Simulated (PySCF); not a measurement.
Static response to an electric field

Species: C3H13PSi2.
Cartesian coordinates in Å at the GFN2-xTB level; atoms count from 1:
```
atom  x, y, z in Å
C1    -0.944   -0.846    1.449
Si2   -0.560    0.000   -0.225
C3    -1.852   -0.557   -1.517
C4    -0.610    1.896   -0.016
P5     1.471   -0.529   -1.078
Si6    2.851   -0.055    0.603
H7    -0.815   -1.922    1.384
H8    -0.290   -0.482    2.237
H9    -1.968   -0.656    1.755
H10   -1.657   -0.097   -2.481
H11   -1.829   -1.633   -1.658
H12   -2.857   -0.281   -1.212
H13   -1.602    2.237    0.262
H14    0.084    2.228    0.750
H15   -0.336    2.390   -0.944
H16    1.375   -1.878   -0.797
H17    2.902    1.401    0.734
H18    4.167   -0.580    0.241
H19    2.459   -0.628    1.895
```

Level: PBE0/def2-SVPD (PySCF), static field, nuclei fixed, core orbitals frozen in the response. The polarisability tensor in these axes (au):

```
x   138.31  -0.38   7.34
y    -0.38 107.36   2.50
z     7.34   2.50 115.57
```

Question: What are the eigenvalues, a third of the trace, and Δα (Δα² = ½Σ(αi − αj)² over the three pairs)?

Answer: Principal values 106.46, 114.31 and 140.48 au; mean 120.41 au = 17.84 Å³ = 19.85 × 10⁻⁴⁰ C²·m²/J; Δα = 30.86 au (26 % of the mean).

Question: What is the dipole moment, and where does it point?

Answer: (-1.17, -0.06, 0.75) D, 1.39 D in size, pointing from the negative to the positive side. Measured along this direction, the outermost atoms are H18 at the negative end and H9 at the positive end.

Question: Form Σ f/ω² (atomic units) for the 8 lowest TDDFT singlets, given as eV and f, and set it beside the mean polarisability, which is this sum over all singlets: 5.97, 0.0067; 6.15, 0.0586; 6.48, 0.0395; 6.59, 0.0176; 6.67, 0.0582; 7.00, 0.0080; 7.32, 0.0295; 7.42, 0.1278.

Answer: They add up to 5.50 au, 4.6 % of the 120.41 au; the largest single term is 1.72 au, from the state at 7.42 eV. Terms in order: 0.14, 1.15, 0.70, 0.30, 0.97, 0.12, 0.41, 1.72 au. Higher excitations give the rest. The strengths listed sum to 0.346.

Question: Refractivity n − 1 of an ideal gas of it at 298.15 K and 1 atm, from the electronic α?

Answer: N = p/kT = 2.4615 × 10¹⁹ cm⁻³, so n − 1 = 2π × N × 17.84 × 10⁻²⁴ cm³ = 2760 × 10⁻⁶ at long wavelengths, for an ideal gas.

Question: Find the Langevin capture rate constant for O2+ (31.990 u) meeting this molecule (136.029 u), k = 2.342 × 10⁻⁹ cm³/s × √(α in Å³ / reduced mass in u).

Answer: The reduced mass is 25.90 u, so k = 1.94 × 10⁻⁹ cm³/s. The formula leaves out the permanent dipole, which adds to the capture rate.

Isolated species at its GFN2-xTB geometry, gas phase.
